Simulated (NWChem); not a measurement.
System: LiOH cation, doublet; SMILES of the neutral closed-shell parent [Li][OH]

Here is an NWChem input.

```
start job
memory heap 200 mb stack 900 mb global 1100 mb
charge 1
geometry units angstroms
  Li    -0.878441    -0.886055    -0.761150
  O      0.212807     0.362097     0.197004
  H      0.986695     0.419273     0.805683
end
basis spherical
  * library def2-tzvp
end
dft
  odft
  mult 2
  xc pbe0
  iterations 150
end
driver
  maxiter 120
end
task dft optimize
task dft freq
```

The spin multiplicity was typed, not searched, and may not be the lowest. No stability test was run on the SCF state.

The level has its own optimisation; frequencies are unscaled.

Problem. Give the results of this calculation. (PBE0/def2-TZVP, spin-unrestricted.) Quantities: r Li–O (Å); r H–O (Å); highest harmonic frequency (cm⁻¹); lowest (cm⁻¹); zero-point energy (kcal/mol).

Solution. 
```json
{
 "r Li–O (Å)": "1.888",
 "r H–O (Å)": "0.976",
 "highest harmonic frequency (cm⁻¹)": "3721",
 "lowest (cm⁻¹)": "189",
 "zero-point energy (kcal/mol)": "6.3"
}
```
